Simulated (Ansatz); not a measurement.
`C[O][Al]([F])[Cl]` + `BNB` → `BN(B)C` + `[OH][Al]([F])[Cl]`  (substitution at a C–O bond)

Computed with Ansatz on PBE0-D4/def2-TZVP structures; ΔE is electronic, products minus reactants. CCSD(T)/CBS adds triple-zeta CCSD(T) − MP2 to the extrapolated MP2 energy (def2 sets, frozen cores). This one scheme is used for every species. Functionals use def2-TZVPP. Each species was taken in one conformer, which may not be the lowest.

| level | ΔE (kJ/mol) | difference from CCSD(T)/CBS |
| --- | --- | --- |
| r2SCAN0-D4 | -21.1 | 5.0 |
| ωB97M-V | -21.7 | 4.4 |
| PBE | -21.5 | 4.6 |
| BLYP | -14.5 | 11.6 |
| PBE0 | -21.0 | 5.1 |
| r2SCAN0 | -20.8 | 5.3 |
| BHLYP | -14.1 | 12.0 |
| CAM-B3LYP | -16.3 | 9.8 |
| LC-ωPBE | -21.0 | 5.1 |
| CCSD/def2-SVP | -12.7 | 13.4 |
| MP2/def2-TZVPP | -28.6 | -2.5 |
| SCS-MP2/def2-TZVPP | -23.9 | 2.2 |
| CCSD/def2-TZVPP | -22.4 | 3.7 |
| HF/CBS(def2) | -7.2 | 18.9 |
| MP2/CBS(def2) | -30.1 | -4.0 |
| CCSD/CBS(def2) | -23.8 | 2.3 |
| CCSD(T)/CBS | -26.1 | 0 |

Largest T1 diagnostic among the species: 0.011.

Leaving LDA and LC-ωPBE aside and taking each functional with its dispersion term where it has one, the values, not all of them listed here, spread over 10.0 kJ/mol, from revPBE-D4 to BHLYP-D4. LDA lies −6.8 kJ/mol from PBE without D4. In def2-TZVPP, CCSD(T) changes the Hartree–Fock value by −17.4 kJ/mol (the triples alone add −2.3 kJ/mol) and MP2 by −21.4 kJ/mol.
